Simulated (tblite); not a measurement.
Compound: C₇H₁₂F (doublet state).
Atom-mapped SMILES: `[CH3:1][C:2]1[CH2:3][CH2:4][CH2:5][C@@H:6]([F:7])[CH2:8]1` (hydrogens: H9, H10, H11 on C1; H12, H13 on C3; H14, H15 on C4; H16, H17 on C5; H18 on C6; H19, H20 on C8)

Structure optimised with GFN2-xTB, isolated species. This method treats the open shell by occupation alone, without spin polarisation.

What internal coordinates does the optimisation give?

```csv
bond,length (Å)
C1–C2,1.482
C2–C3,1.486
C3–C4,1.542
C4–C5,1.524
C5–C6,1.523
C6–F7,1.385
C6–C8,1.539
C2–C8,1.486
"C1–H9, C1–H11",1.089
C1–H10,1.099
C3–H12,1.096
C3–H13,1.090
C4–H14,1.091
C4–H15,1.092
C5–H16,1.092
C5–H17,1.092
C6–H18,1.098
C8–H19,1.091
C8–H20,1.097
```

Bonds in one row agree within 0.01 Å and their mean is given. A selection of angles:
```csv
angle,degrees
C1–C2–C3,121.1
C1–C2–C8,120.7
C3–C2–C8,115.4
C2–C3–C4,110.1
C3–C4–C5,110.3
C4–C5–C6,110.2
C5–C6–F7,109.4
C5–C6–C8,110.9
F7–C6–C8,109.3
C2–C8–C6,109.7
```

Dihedral angles: C1–C2–C3–C4 -107° (anticlinal); C2–C3–C4–C5 -55° (synclinal); C3–C4–C5–C6 58° (synclinal); C4–C5–C6–F7 -179° (antiperiplanar); C5–C6–C8–C2 55° (synclinal); C1–C2–C8–C6 107° (anticlinal).

Of the pairs four or more bonds apart, H11···H13 is among the closest relative to their van der Waals radii: 2.42 Å, 101 % of the sum of Bondi's values. C2 (carbon bonded to 3 C) is almost planar (angles 121.1°, 120.7° and 115.4°, sum 357.2°, 0.14 Å off the plane of its three neighbours). The 7 C–C bonds span 1.482 Å (C1–C2, drawn single) to 1.542 Å (C3–C4, drawn single), a spread of 0.060 Å. The 6-membered ring C2–C3–C4–C5–C6–C8 has internal angles of 109.7° to 115.4° (sum 667°, against 720° for a flat polygon); it is puckered, 0.23 Å rms from its mean plane, widest ring torsion 58°.

Point group: C1 (no symmetry element, even within 0.4 Å). Its GFN2-xTB frequencies are all real (lowest 66 cm⁻¹).

One conformer stands for the species.

All values are computed, not measured.
